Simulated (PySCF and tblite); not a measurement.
Values are calculated unless marked as measured or tabulated.
C5H5NO, numbered as in [O:1]=[CH:2][c:3]1[cH:4][cH:5][cH:6][nH:7]1.

Geometries PBE0-D3(BJ)/def2-SVP; weights from PBE0-D3(BJ)/def2-TZVP energies and GFN2-xTB thermal corrections, with symmetry numbers and mirror pairs. Conformers within 4 kcal/mol (GFN2-xTB free energy) were kept, 5 at most. Codes: tblite and PySCF.

Torsions listed: O1–C2–C3–N7.

```csv
conformer,shape,symmetry,E(GFN2) kcal/mol
1,180°,Cs,2.39
2,0°,Cs,0.00
```

Q: Which of these conformers is the most populated at 298.15 K, and with what share?

A: Conformer 2, about 100 %.

Q: Give the DFT energies and free energies relative to the lowest, and all weights.

A: 
```
conformer  shape  E(DFT) kcal/mol  G(298.15 K) kcal/mol  weight %
        1   180°             3.91                  3.71       0.2
        2     0°             0.00                  0.00      99.8
```

Q: How does its share change from 220 K to 380 K?

A: From 100 % to 99 %; the mixing entropy goes from 0.00 to 0.09 cal/(mol K).
